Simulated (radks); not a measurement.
Results of a calculation; reference values are marked as such.
Problem. All-electron atom: Co+ in [Ar] 3d8. Code: a radial shooting solver on a logarithmic mesh with Libxc functionals. Model: Dirac Kohn-Sham, LDA (Slater exchange, Perdew-Wang correlation), spin-unpolarised, spherical densities, point nucleus; open shells are shared between the two j in proportion to 2j + 1. Some entries of the table are withheld. Estimate them.

| orbital | occ. | eigenvalue (eV) | <r^2> (bohr^2) | r(max) (bohr) |
|---|---|---|---|---|
| 1s1/2 | 2 | -7578.375 | 0.004260 | 0.03684 |
| 2s1/2 | 2 | -899.3406 | (1) | 0.2136 |
| 2p1/2 | 2 | -781.7083 | 0.06121 | (2) |
| 2p3/2 | 4 | -766.9131 | 0.06281 | (3) |
| 3s1/2 | 2 | -105.1545 | 0.7031 | 0.6704 |
| 3p1/2 | 2 | (4) | 0.7922 | 0.6749 |
| 3p3/2 | 4 | (5) | 0.8124 | 0.6827 |
| 3d3/2 | 3.2 | -12.6735 | (6) | (7) |
| 3d5/2 | 4.8 | -12.4957 | (8) | (9) |

Solution. 
(1) 2s1/2 <r^2> (bohr^2): 0.07732
(2) 2p1/2 r(max) (bohr): 0.1702
(3) 2p3/2 r(max) (bohr): 0.1728
(4) 3p1/2 eigenvalue (eV): -70.1960
(5) 3p3/2 eigenvalue (eV): -68.3622
(6) 3d3/2 <r^2> (bohr^2): 1.756
(7) 3d3/2 r(max) (bohr): 0.6733
(8) 3d5/2 <r^2> (bohr^2): 1.785
(9) 3d5/2 r(max) (bohr): 0.6764
